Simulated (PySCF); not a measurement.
Working out the ionisation energy of Pt⁺

Pt⁺ [Xe] 4f14 5d9 (2D) → Pt²⁺ [Xe] 4f14 5d8 (3F). Computed with PySCF 2.14 in aug-cc-pVDZ-PP with ECP60MDF, with a scalar-relativistic core potential. Frozen: 5s2 5p6. Energies in hartree (1 hartree = 27.21139 eV):

```tsv
part	Pt⁺ (lower)	Pt²⁺ (upper)
UHF	-118.234344	-117.614113
MP2 opposite-spin	-0.141835	-0.099958
MP2 same-spin	-0.074967	-0.056362
```

Problem. What does Hartree-Fock give?

Solution. (-117.614113) − (-118.234344) = 0.620231 hartree = 16.877 eV.

Problem. What do MP2 and SCS-MP2 (6/5 opposite-spin, 1/3 same-spin) give?

Solution. The opposite-spin parts differ by 1.140 eV and the same-spin parts by 0.506 eV. MP2: 16.877 + (1.140) + (0.506) = 18.523 eV. SCS-MP2: 16.877 + 1.2 × (1.140) + (0.506)/3 = 18.414 eV.

Reference: 18.56 ± 0.12 eV (measured; NIST Atomic Spectra Database, ionization energies), between the lowest levels; spin-orbit coupling is absent from the calculation.

A double-zeta basis recovers only part of the correlation energy.

What remains against the reference includes basis incompleteness, the frozen core and correlation beyond second order.
